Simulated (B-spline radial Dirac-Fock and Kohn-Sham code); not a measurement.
## Ni⁴⁺: scattering cross sections and density moments

System: nickel as Ni⁴⁺ in the configuration [Ar] 3d6.

The run's input, task.json:

```json
{"items": [{
  "Z": 28,
  "q": 4,
  "cfg": [[1, 0, 2], [2, 0, 2], [2, 1, 6], [3, 0, 2], [3, 1, 6], [3, 2, 6]],
  "A": 58,
  "rrms": 3.7757,
  "do": ["scatter"],
  "s": [0.0, 0.05, 0.1, 0.15, 0.2, 0.25, 0.3, 0.35, 0.4, 0.45, 0.5, 0.6, 0.7, 0.8, 0.9, 1.0, 1.1, 1.2, 1.4, 1.6, 1.8, 2.0, 2.5, 3.0, 3.5, 4.0, 5.0, 6.0],
  "pz": [0, 0.1, 0.2, 0.3, 0.4, 0.5, 0.6, 0.8, 1.0, 1.2, 1.4, 1.6, 1.8, 2.0, 2.5, 3.0, 4.0, 5.0, 7.0, 10.0, 15.0, 20.0, 30.0, 40.0, 60.0, 100.0],
  "hv_scatter": [1000, 10000, 30000, 50000, 100000, 200000, 500000, 1000000]
}]}
```

Launch: `python xray_run.py task.json out`

These are calculated numbers from a radial B-spline solver; the model is Dirac-Fock densities.

| Quantity | Value |
| --- | --- |
| Sum of ⟨r⟩ | 12.89 bohr |
| Sum of ⟨r²⟩ | 10.87 bohr² |
| Sum of ⟨1/r⟩ | 128.12 per bohr |
| Langevin diamagnetic susceptibility | -8.61 × 10⁻⁶ cm³/mol |
| Lamb shielding (α²/3)Σ⟨1/r⟩ | 2274 ppm |

Coherent scattering is the Thomson cross section weighted by f₀², without anomalous dispersion; incoherent scattering is Klein-Nishina weighted by S. The Lamb formula is the non-relativistic shielding expression. Electron correlation is left out. A dash stands where the photon energy is too low for the impulse approximation behind that column.

```csv
hν (keV),coherent (b),incoherent (b),incoherent per electron (b)
1,375.0,–,–
10,129.7,5.956,0.248
30,31.37,10.39,0.433
50,13.75,11.25,0.469
100,4.187,10.97,0.457
200,1.155,9.481,0.395
500,0.1948,6.889,0.287
1000,0.04924,5.056,0.211
```

Incoherent scattering overtakes coherent scattering between 50 and 100 keV.
